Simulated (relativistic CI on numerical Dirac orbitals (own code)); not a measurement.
Pb30+: computed level list

Computed by Dirac-Coulomb-Breit CI, KLI orbitals optimised for each configuration, model QED, unscaled Slater integrals (own radial code, finite nucleus).

CI space (outside the closed core [Ar] 3d10): 4s2.4p6.4d10.4f6, 4s2.4p6.4d10.4f5.5s, 4s2.4p6.4d9.4f7, 4s2.4p6.4d10.4f4.5s2, 4s2.4p6.4d10.4f5.5p, 4s2.4p6.4d10.4f4.5s.5p, 4s2.4p5.4d10.4f7, 4s2.4p6.4d10.4f5.6p, 4p6.4d10.4f8. Levels of other configurations are missing.

```tsv
No.	Configuration	Term	J	E (eV)	%	Next component (%)	Landé g	jj configuration (%)
41	4s2.4p6.4d10.4f6	5K	6	20.7831	23	20 3I	1.051	4f5/2^4 4f7/2^2 (53)
42	4s2.4p6.4d10.4f6	3O	10	20.8978	45	36 5L	1.028	4f5/2^3 4f7/2^3 (79)
43	4s2.4p6.4d10.4f6	5P	2	21.2627	23	22 5G	1.127	4f5/2^4 4f7/2^2 (58)
44	4s2.4p6.4d10.4f6	5G	3	21.2813	29	28 5H	0.959	4f5/2^3 4f7/2^3 (51)
45	4s2.4p6.4d10.4f6	5H	5	21.5457	37	31 3H	1.066	4f5/2^3 4f7/2^3 (68)
46	4s2.4p6.4d10.4f6	5D	3	22.0877	20	20 5P	1.205	4f5/2^4 4f7/2^2 (49)
47	4s2.4p6.4d10.4f6	5H	4	22.2944	28	21 5F	1.073	4f5/2^3 4f7/2^3 (49)
48	4s2.4p6.4d10.4f6	5G	6	22.3011	38	13 5K	1.107	4f5/2^3 4f7/2^3 (71)
49	4s2.4p6.4d10.4f6	5H	6	22.3913	26	17 3K	1.079	4f5/2^3 4f7/2^3 (37)
50	4s2.4p6.4d10.4f6	3N	9	22.4651	40	25 5L	1.006	4f5/2^3 4f7/2^3 (50)
51	4s2.4p6.4d10.4f6	5F	5	22.5288	28	24 3I	1.129	4f5/2^3 4f7/2^3 (55)
52	4s2.4p6.4d10.4f6	3P	1	22.6046	48	36 5D	1.350	4f5/2^3 4f7/2^3 (65)
53	4s2.4p6.4d10.4f6	3M	8	22.7562	43	15 3K	1.007	4f5/2^3 4f7/2^3 (75)
54	4s2.4p6.4d10.4f6	3O	11	23.0703	69	31 3N	1.029	4f5/2^3 4f7/2^3 (99)
55	4s2.4p6.4d10.4f6	5I	7	23.1669	28	27 5K	1.099	4f5/2^3 4f7/2^3 (75)
56	4s2.4p6.4d10.4f6	5G	5	23.5345	30	21 5I	1.068	4f5/2^3 4f7/2^3 (74)
57	4s2.4p6.4d10.4f6	3O	12	23.5989	64	36 1Q	1.049	4f5/2^3 4f7/2^3 (96)
58	4s2.4p6.4d10.4f6	5D	4	23.7461	44	22 3F	1.292	4f5/2^3 4f7/2^3 (46)
59	4s2.4p6.4d10.4f6	5P	1	23.7551	38	29 5D	1.538	4f5/2^3 4f7/2^3 (85)
60	4s2.4p6.4d10.4f6	5K	9	23.9139	50	20 3M	1.111	4f5/2^3 4f7/2^3 (90)
61	4s2.4p6.4d10.4f6	5H	7	23.9287	30	24 3I	1.125	4f5/2^3 4f7/2^3 (53)
62	4s2.4p6.4d10.4f6	5H	3	24.2336	25	18 5F	0.931	4f5/2^3 4f7/2^3 (51)
63	4s2.4p6.4d10.4f6	3H	4	24.5726	38	23 5G	1.030	4f5/2^3 4f7/2^3 (58)
64	4s2.4p6.4d10.4f6	3K	7	24.8753	42	19 5H	1.059	4f5/2^3 4f7/2^3 (66)
65	4s2.4p6.4d10.4f6	3H	4	24.9955	23	16 5G	1.031	4f5/2^3 4f7/2^3 (35)
66	4s2.4p6.4d10.4f6	3K	6	25.1129	40	25 5I	0.981	4f5/2^3 4f7/2^3 (62)
67	4s2.4p6.4d10.4f6	3M	8	25.2213	54	15 5K	0.988	4f5/2^3 4f7/2^3 (82)
68	4s2.4p6.4d10.4f6	5D	2	25.2688	23	23 5G	1.059	4f5/2^3 4f7/2^3 (49)
69	4s2.4p6.4d10.4f6	3I	5	25.3605	27	20 3H	0.999	4f5/2^3 4f7/2^3 (51)
70	4s2.4p6.4d10.4f6	3N	10	25.3794	52	25 1N	1.023	4f5/2^3 4f7/2^3 (94)
```

Energies count from the lowest computed level. Filled j subshells are mostly left out of the jj labels.

The mean weight of the leading LS term, summed over parents, in these 30 levels is 37 %, and that of the leading jj configuration (from the same eigenvectors) 64 %, so jj coupling describes them better and the LS labels are nominal.

At this charge energies of transitions that change n are usually good to better than 1 %, and those within a shell (Δn = 0) to a few per cent. Terms inside the open d or f shell come out 10 to 20 % too wide with unscaled integrals.

LS names give the leading component of a level, which can be under half, so a name can repeat, a term be missing and a line seem to break the LS rules.
